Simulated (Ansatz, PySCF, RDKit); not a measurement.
Noncovalent pair: CHN (SMILES C#N) (first 3 atoms) with CH2O2 (SMILES O=CO); geometry from B3LYP-D3(BJ)/def2-TZVP, rigid monomers moved along the line of their centres of mass till N2···H8 is 2.67 Å.
(charge 0, multiplicity 1):
```tsv
atom	x (Å)	y (Å)	z (Å)
C	0.2913	0.1946	-0.1467
N	-0.2525	-0.2945	0.7320
H	0.8014	0.6532	-0.9642
O	0.9537	0.6331	4.5735
C	0.1111	-0.0985	5.0181
O	-0.7557	-0.8195	4.3064
H	-0.0540	-0.2690	6.0914
H	-0.6019	-0.6620	3.3489
```

Interaction energies are E(AB) − E(A) − E(B) at the monomers' geometry in the complex; basis-set methods are counterpoise corrected. Rows marked so take none. RDKit's UFF carries no charges.

Rows in STO-3G carry no dispersion term and start afresh at each structure.

Codes used: Ansatz (a program for electronic structure); PySCF for STO-3G rows; RDKit for the force fields. Values without a source in brackets are computed.

Task: One of these levels gives -0.10 kcal/mol for the interaction energy. Which one is it?
(A) PBE/def2-TZVPPD
(B) HF/STO-3G (no counterpoise)
(C) UFF

Result: C, UFF. The others give -2.44 (HF/STO-3G (no counterpoise)), -3.57 (PBE/def2-TZVPPD)
